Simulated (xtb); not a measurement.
C3H7ClSi, SMILES Cl[SiH2]C1CC1. All values are semi-empirical tight-binding results from xtb (GFN2-xTB unless named), good for trends rather than for accurate numbers. Geometry optimised at GFN2-xTB. The structure was generated by enumeration, and PubChem lists no compound with its InChIKey, so it may never have been made. One conformer was computed; it need not be the lowest.

Optimised geometry:

```xyz
12

Cl     2.0643     0.5295     0.0074
Si     0.4995    -0.7366     0.1571
C     -1.0764     0.2683     0.3685
C     -2.4167    -0.3821     0.1600
C     -1.9260     0.6246    -0.8231
H      0.4371    -1.5297    -1.0692
H      0.7184    -1.5946     1.3212
H     -1.0521     1.0212     1.1494
H     -3.2263    -0.1070     0.8195
H     -2.4394    -1.4191    -0.1393
H     -2.3939     1.5977    -0.8424
H     -1.6162     0.2780    -1.7976
```
Charge 0, spin multiplicity 1.

```yaml
orbital_gap: 5.80 eV
dipole_moment: 2.05 D
zero_point_energy: 55.6 kcal/mol
G − E(el) at 298.15 K (modified RRHO): 36.1 kcal/mol
static polarisability (D4 model): 74.5 bohr³
solvation energy, GFN2-xTB/ALPB(water): -0.7 kcal/mol
solvation energy, GFN2-xTB/ALPB(octanol): -3.7 kcal/mol
```

Give the atomic charges and the Wiberg bond orders between heavy atoms. (Estimate from the structure and the level; the computed values follow.)

charges (e) Cl1 -0.26, Si2 0.49, C3 -0.12, C4 -0.07, C5 -0.06, H6 -0.07, H7 -0.07, H8 0.03, H9 0.03, H10 0.02, H11 0.03, H12 0.03. Bond orders Cl1–Si2 1.09, Si2–C3 0.91, C3–C4 0.98, C3–C5 0.97, C4–C5 1.00.
